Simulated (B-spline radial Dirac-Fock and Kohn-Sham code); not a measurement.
## What relativity does to the binding energies of Pt⁷³⁺

System: platinum as Pt⁷³⁺, [He] 2s2 2p1.

Both columns are ΔSCF binding energies of the configuration average from a radial atomic solver: non-relativistic Hartree-Fock with a point nucleus, and Dirac-Fock with a finite nucleus and the Coulomb interaction alone, averaged over the two j levels with weights 2j+1.

| shell | Hartree-Fock (eV) | Dirac-Fock (eV) | shift (eV) | shift (%) |
| --- | --- | --- | --- | --- |
| 1s | 80138.3 | 87775.8 | +7637.45 | +9.53 |
| 2s | 19238.3 | 21549.2 | +2310.82 | +12.01 |
| 2p | 19098.5 | 20059.9 | +961.40 | +5.03 |

Relativity binds 1s, 2s, 2p more strongly, among those listed most of all 2s in relative terms.

Values without a named source are computed, but for edge energies of neutral atoms, which are taken from tables.
